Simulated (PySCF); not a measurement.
**`S=C(C)[C@H]1CC[C@@H]1C`, C7H12S**

Geometry:
```json
{"atom": "C1", "x (Å)": "-2.452", "y (Å)": "-0.450", "z (Å)": "-0.071"}
{"atom": "C2", "x (Å)": "-1.346", "y (Å)": "-0.253", "z (Å)": "-1.048"}
{"atom": "S3", "x (Å)": "-1.467", "y (Å)": "-0.824", "z (Å)": "-2.570"}
{"atom": "C4", "x (Å)": "-0.103", "y (Å)": "0.420", "z (Å)": "-0.607"}
{"atom": "C5", "x (Å)": "-0.128", "y (Å)": "1.473", "z (Å)": "0.519"}
{"atom": "C6", "x (Å)": "1.034", "y (Å)": "0.752", "z (Å)": "1.217"}
{"atom": "C7", "x (Å)": "0.841", "y (Å)": "-0.451", "z (Å)": "0.281"}
{"atom": "C8", "x (Å)": "2.065", "y (Å)": "-1.011", "z (Å)": "-0.413"}
{"atom": "H9", "x (Å)": "-2.070", "y (Å)": "-0.771", "z (Å)": "0.898"}
{"atom": "H10", "x (Å)": "-3.162", "y (Å)": "-1.183", "z (Å)": "-0.446"}
{"atom": "H11", "x (Å)": "-2.981", "y (Å)": "0.494", "z (Å)": "0.074"}
{"atom": "H12", "x (Å)": "0.442", "y (Å)": "0.776", "z (Å)": "-1.483"}
{"atom": "H13", "x (Å)": "-1.044", "y (Å)": "1.463", "z (Å)": "1.103"}
{"atom": "H14", "x (Å)": "0.070", "y (Å)": "2.492", "z (Å)": "0.192"}
{"atom": "H15", "x (Å)": "0.905", "y (Å)": "0.556", "z (Å)": "2.280"}
{"atom": "H16", "x (Å)": "1.991", "y (Å)": "1.245", "z (Å)": "1.063"}
{"atom": "H17", "x (Å)": "0.290", "y (Å)": "-1.260", "z (Å)": "0.766"}
{"atom": "H18", "x (Å)": "2.641", "y (Å)": "-0.213", "z (Å)": "-0.877"}
{"atom": "H19", "x (Å)": "1.768", "y (Å)": "-1.717", "z (Å)": "-1.185"}
{"atom": "H20", "x (Å)": "2.702", "y (Å)": "-1.527", "z (Å)": "0.303"}
```

Method used: TDDFT BHandHLYP/def2-SVPD circular dichroism and optical rotation, one conformer, gas phase (PySCF). Geometry: GFN2-xTB.

The molecule is flexible and this is one conformer; a measurement averages over conformers.

Question: Draw the ECD and absorption spectra from the lowest 8 states, each a Gaussian of half-width 0.35 eV at 1/e height.

Answer: 
| E (eV) | λ (nm) | Δε (L mol⁻¹ cm⁻¹) | ε (L mol⁻¹ cm⁻¹) |
| --- | --- | --- | --- |
| 2.19 | 566 | -0.11 | 0.18 |
| 2.34 | 530 | -0.30 | 0.511 |
| 2.49 | 498 | -0.60 | 1 |
| 2.64 | 470 | -0.81 | 1.36 |
| 2.79 | 444 | -0.76 | 1.28 |
| 2.94 | 422 | -0.50 | 0.833 |
| 3.09 | 401 | -0.22 | 0.376 |
| 3.24 | 383 | -0.07 | 0.117 |
| 3.39 | 366 | -0.02 | 0 |
| 3.54 | 350 | 0.00 | 0 |
| 3.69 | 336 | 0.00 | 0 |
| 3.84 | 323 | 0.00 | 0 |
| 3.99 | 311 | 0.00 | 0 |
| 4.14 | 299 | 0.00 | 0 |
| 4.29 | 289 | 0.00 | 0 |
| 4.44 | 279 | 0.00 | 0.561 |
| 4.59 | 270 | 0.00 | 7.16 |
| 4.74 | 262 | +0.03 | 63.4 |
| 4.89 | 254 | +0.19 | 389 |
| 5.04 | 246 | +0.82 | 1650 |
| 5.19 | 239 | +2.43 | 4850 |
| 5.34 | 232 | +4.94 | 9880 |
| 5.49 | 226 | +7.02 | 14000 |
| 5.64 | 220 | +7.21 | 13800 |
| 5.79 | 214 | +6.32 | 9920 |
| 5.94 | 209 | +6.85 | 6040 |
| 6.09 | 204 | +9.11 | 4260 |
| 6.24 | 199 | +10.01 | 3640 |
| 6.39 | 194 | +7.23 | 2900 |
| 6.54 | 190 | +2.94 | 2070 |
| 6.69 | 185 | +1.03 | 1700 |
| 6.84 | 181 | +2.23 | 1750 |

Δε uses R in velocity form, ε uses f in length form. Only the states computed contribute, so the short-wavelength end is incomplete.
